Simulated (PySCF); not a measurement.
Compound: C4H3F4NO.
InChI=1S/C4H3F4NO/c1-9-2-3(5)10-4(6,7)8/h2H,1H2/b3-2-

All values: B3LYP/def2-SVPD (PySCF, non-relativistic), on one gas-phase PBE0-D3(BJ)/def2-SVP geometry that isn't relaxed in the solvent. The solvent is an IEF-PCM continuum (cavity from Bondi-type radii × 1.2), and excitations are vertical TDDFT with non-equilibrium linear response and a frozen core. Specific hydrogen bonds and non-electrostatic terms are outside this model.

Gas-phase singlets (H = HOMO, L = LUMO):

```json
{"state": "S1", "E (eV)": "4.486", "λ (nm)": "276", "f": "0.001", "leading configurations": "H-1→L 99%"}
{"state": "S2", "E (eV)": "5.524", "λ (nm)": "224", "f": "0.502", "leading configurations": "H→L 93%"}
{"state": "S3", "E (eV)": "6.793", "λ (nm)": "183", "f": "0.001", "leading configurations": "H→L+1 90%"}
{"state": "S4", "E (eV)": "6.957", "λ (nm)": "178", "f": "0.001", "leading configurations": "H-1→L+2 82%, H-1→L+1 15%"}
{"state": "S5", "E (eV)": "7.164", "λ (nm)": "173", "f": "0.127", "leading configurations": "H→L+2 60%, H→L+3 19%"}
```

Problem. Give the list for acetonitrile (ε = 35.69), n² = 1.81.

Solution. 
```
state  E (eV)  λ (nm)      f   leading configurations  change by rank (eV)
   S1   4.575     271  0.001                H-1→L 99%               +0.089
   S2   5.436     228  0.594                  H→L 95%               -0.088
   S3   6.725     184  0.002                H→L+1 96%               -0.068
   S4   7.050     176  0.002  H-1→L+2 85%, H-1→L+1 8%               +0.093
   S5   7.190     172  0.146                H→L+2 76%               +0.026
```

Problem. Give the list for dimethylsulfoxide (ε = 46.83), n² = 2.19.

Solution. 
| state | E (eV) | λ (nm) | f | leading configurations | change by rank (eV) |
| --- | --- | --- | --- | --- | --- |
| S1 | 4.575 | 271 | 0.001 | H-1→L 99% | +0.089 |
| S2 | 5.398 | 230 | 0.617 | H→L 95% | -0.126 |
| S3 | 6.720 | 185 | 0.002 | H→L+1 96% | -0.073 |
| S4 | 7.048 | 176 | 0.003 | H-1→L+2 85%, H-1→L+1 8% | +0.091 |
| S5 | 7.179 | 173 | 0.148 | H→L+2 77%, H-1→L+2 8% | +0.015 |

Problem. The ground-state energy changes by -0.186 eV from gas to dimethylsulfoxide. By how much does the total energy of gas-phase S1 change?

Solution. E(S1) = E(S0) + excitation energy, so it changes by -0.186 + 0.089 = -0.097 eV: it is lowered less than the ground state, which is what a blue shift means. This is the vertical state, with the slow part of the continuum still set for S0.

Problem. How do the frontier levels move from gas to dimethylsulfoxide?

Solution. 
```
orbital  gas (eV)  solvent (eV)  change (eV)
 LUMO+2      0.46          0.69        +0.23
 LUMO+1      0.38          0.43        +0.05
   LUMO     -1.88         -1.67        +0.21
   HOMO     -7.32         -7.15        +0.17
 HOMO-1     -7.85         -7.74        +0.11
 HOMO-2    -10.56        -10.59        -0.03
 HOMO-3    -10.89        -10.75        +0.14
```

The HOMO–LUMO gap goes from 5.44 to 5.49 eV. Rows go by rank; for LUMO+1 and LUMO+2 the atom shares or the degeneracy differ between the runs, so the row needn't follow one orbital.

Conformer computed: `[CH2:1]=[N:2]/[CH:3]=[C:4](/[F:5])[O:6][C:7]([F:8])([F:9])[F:10]`: C1–N2–C3–C4 -179°, C3–C4–O6–C7 103°, C4–O6–C7–F8 -166°.
